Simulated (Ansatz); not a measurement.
Consider the cleavage of the Si–Sn bond: `[CH3][SnH2][SiH2]S` + `O[SiH](F)F` → `F[SiH](F)O[SiH2]S` + `[CH3][SnH3]`.

Gas-phase electronic energies from Ansatz, PBE0-D4/def2-TZVP geometries. CBS: MP2 limit from def2 TZ/QZ plus the TZ coupled-cluster correction, frozen cores. DFT in def2-TZVPP. Elements past krypton have def2 core potentials. For Sn outer-core shells are correlated without core-valence functions, which leaves a few kJ/mol of doubt a bond. Each species was taken in one conformer, which may not be the lowest.

```csv
species,PBE0-D4 energy (Eh)
`[CH3][SnH2][SiH2]S`,-944.65906
`O[SiH](F)F`,-565.54364
`F[SiH](F)O[SiH2]S`,-1254.27359
`[CH3][SnH3]`,-255.95658
```

Work out ΔE.

ΔE = (-1254.27359) + (-255.95658) − (-944.65906) − (-565.54364) = -0.02747 Eh = -0.75 eV. CCSD(T)/CBS gives -0.85 eV.

Largest T1 diagnostic among the species: 0.012.

In def2-TZVPP, CCSD(T) changes the Hartree–Fock value by +0.29 eV (the triples alone add +0.04 eV) and MP2 by +0.30 eV. From PBE to PBE0 (25 % exact exchange), in def2-TZVPP and without D4, ΔE moves by −0.08 eV.
